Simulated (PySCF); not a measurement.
This script is equivalent to a calculation on Ne²⁺ (neon, charge +2).

```python
from pyscf import gto, scf, dft, mp, cc
import basis_set_exchange as bse
mol = gto.M(atom="Ne 0 0 0", charge=2, spin=2, symmetry="D2h",
            basis=gto.basis.parse(bse.get_basis("aug-cc-pVTZ", elements=["Ne"], fmt="nwchem")))
mf = dft.UKS(mol, xc="PBEsol")
mf.irrep_nelec = {'Ag': (2, 2), 'B1u': (1, 0), 'B2u': (1, 1), 'B3u': (1, 0)}
mf.kernel()
```

(1) What total energy does it give?

(2) Which occupied shell lies highest, and where?

(3) What is ⟨S²⟩, and what would a pure spin state give?

Answers

(1) -126.205 hartree (calculated).

(2) 2p β, at -52.169 eV.

(3) 2.001, against 2.00.
